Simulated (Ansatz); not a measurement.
Isolated molecules relaxed with PBE0-D4/def2-TZVP in Ansatz; ΔE leaves out vibrations. CCSD(T)/CBS adds triple-zeta CCSD(T) − MP2 to the extrapolated MP2 energy (def2 sets, frozen cores). This one scheme is used for every species. DFT in def2-TZVPP. B3LYP here is the variant with VWN-RPA as its local correlation; programs differ in this. Each species was taken in one conformer, which may not be the lowest.

`CCCCCC1CCCC1` + H₂ → `CC1CCCC1` + `CCCC`  (hydrogenolysis of a C–C bond)

| level | ΔE (kJ/mol) | difference from CCSD(T)/CBS |
| --- | --- | --- |
| PBE-D4 | -65.6 | -3.1 |
| B2PLYP | -78.1 | -15.6 |
| B3LYP | -89.3 | -26.8 |
| HF/def2-TZVPP | -99.9 | -37.4 |
| MP2/def2-TZVPP | -58.0 | 4.5 |
| CCSD/def2-TZVPP | -69.7 | -7.2 |
| CCSD(T)/def2-TZVPP | -63.2 | -0.7 |
| HF/def2-QZVPP | -99.9 | -37.4 |
| MP2/def2-QZVPP | -57.6 | 4.9 |
| CCSD/CBS(def2) | -69.0 | -6.5 |
| CCSD(T)/CBS | -62.5 | 0 |

Largest T1 diagnostic among the species: 0.009.

The D4 term adds +19.6 kJ/mol with B3LYP and +11.9 kJ/mol with PBE0; it sums over pairs of atoms, weighted by their polarisabilities, and B3LYP, whose exchange is more repulsive, gets the larger term. In def2-TZVPP, CCSD(T) changes the Hartree–Fock value by +36.7 kJ/mol (the triples alone add +6.5 kJ/mol) and MP2 by +41.9 kJ/mol.
